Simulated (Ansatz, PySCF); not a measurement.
Gas-phase reaction (SMILES): ClC(Cl)(Cl)Cl [tetrachloromethane] + 4 [H][H] (H2) → C (CH4) + 4 Cl (HCl); energy of full hydrogenation.

Each molecule is optimised on its own at B3LYP-D3(BJ)/def2-TZVP (Ansatz, an electronic-structure program). Valence correlation only, unless marked. No spin-orbit coupling. Non-relativistic. Basis-set limits of correlation are two-point, X^-3; Hartree-Fock from the larger set. The bracket is a focal-point correction in the basis named. Thermal terms are rigid-rotor harmonic-oscillator values from B3LYP-D3(BJ) frequencies (Ansatz or PySCF) at 298.15 K and 1 atm. 1 Eh = 627.5095 kcal/mol.

```
species        E, RI-MP2/CBS(aug-cc-pV(T+d)Z,aug-cc-pV(Q+d)Z)+[CCSD(T)-MP2]/aug-cc-pV(T+d)Z (Ansatz) (Eh)  E, PBE/def2-TZVPD (Ansatz) (Eh)  H - E (Eh)  G - E (Eh)
-------------  ------------------------------------------------------------------------------------------  -------------------------------  ----------  ----------
ClC(Cl)(Cl)Cl                                                                                 -1877.12125                      -1878.16529     0.01583    -0.01948
[H][H] (H2)                                                                                      -1.17524                         -1.16589     0.01336    -0.00144
C (CH4)                                                                                         -40.46129                        -40.46301     0.04840     0.02728
Cl (HCl)                                                                                       -460.37874                       -460.62833     0.01000    -0.01120
```

Problem. Work out ΔE and ΔH, ΔG, ΔS and the equilibrium constant at 298.15 K at the first level, then ΔH at the second.

Solution. 
1. ΔE = [(-40.46129) + 4×(-460.37874)] - [(-1877.12125) + 4×(-1.17524)] = -0.15404 Eh = -96.7 kcal/mol at RI-MP2/CBS(aug-cc-pV(T+d)Z,aug-cc-pV(Q+d)Z)+[CCSD(T)-MP2]/aug-cc-pV(T+d)Z.
2. The terms H - E add up to 0.01913 Eh, so ΔH = (-0.15404 + (0.01913))×627.5095 = -84.7 kcal/mol.
3. The terms G - E add up to 0.00772 Eh, so ΔG = -91.8 kcal/mol, and ΔS = (0.01913 - (0.00772))×627509.5/298.15 = 24.0 cal/(mol K).
4. log10 K = -ΔG/(RT ln 10) = 67.3, with RT ln 10 = 1.3642 kcal/mol.
5. At PBE/def2-TZVPD the same steps give ΔE = -92.5 and ΔH = -80.5 kcal/mol, a shift of +4.2 from the first level.
6. Tabulated enthalpies of formation (ClC(Cl)(Cl)Cl -23.3 kcal/mol, ATcT 1.112; [H][H] (H2) 0.0 kcal/mol, zero by definition; C (CH4) -17.8 kcal/mol, ATcT 1.112; Cl (HCl) -22.0 kcal/mol, ATcT 1.112) give ΔH = -82.5, so the errors are -2.2 and +2.0 kcal/mol; the tables hold anharmonic motion, scalar relativity, which both levels lack, and core correlation, which the frozen-core level lacks.
